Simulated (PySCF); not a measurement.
The first ionisation energy along group 8

Calculated with PySCF 2.14 from differences of total energies of unrestricted determinants, without spin-orbit coupling. Values in eV. The last column holds reference values (NIST; (s) semi-empirical, (t) theoretical, else measured). Unmarked ones compare directly (S terms, centres of terms, or small fine structure); those marked * lie between the lowest fine-structure levels and include a spin-orbit shift.

```json
{"element": "Fe (cc-pVTZ, non-relativistic)", "configurations": "[Ar] 3d6 4s2 → [Ar] 3d6 4s1", "UHF": "6.363", "MP2 (valence)": "7.355", "SCS-MP2 (valence)": "7.529", "reference": "7.904"}
{"element": "Ru (cc-pVTZ-PP with ECP28MDF, ECP)", "configurations": "[Kr] 4d7 5s1 → [Kr] 4d7", "UHF": "6.291", "MP2 (valence)": "7.100", "SCS-MP2 (valence)": "6.843", "reference": "7.365"}
{"element": "Os (cc-pVTZ-PP with ECP60MDF, ECP)", "configurations": "[Xe] 4f14 5d6 6s2 → [Xe] 4f14 5d6 6s1", "UHF": "6.526", "MP2 (valence)": "8.021", "SCS-MP2 (valence)": "8.244", "reference": "8.473"}
```

Problem. Which of these methods has the smallest mean absolute error against the measured values here?

Solution. SCS-MP2 (valence), with 0.375 eV.

```json
{"method": "UHF", "elements": "3", "mean error (eV)": "-1.521", "mean absolute error (eV)": "1.521", "largest error (eV)": "-1.947"}
{"method": "MP2 (valence)", "elements": "3", "mean error (eV)": "-0.422", "mean absolute error (eV)": "0.422", "largest error (eV)": "-0.549"}
{"method": "SCS-MP2 (valence)", "elements": "3", "mean error (eV)": "-0.375", "mean absolute error (eV)": "0.375", "largest error (eV)": "-0.521"}
```

Errors include the incompleteness of the basis and the frozen core.

"Valence" correlates the outer s and p shells and, in groups 3 to 12 and the f block, the outer d or f shell, open or full, or the next shell where the ion has no valence electron left; the wider scheme adds the next inner shell.
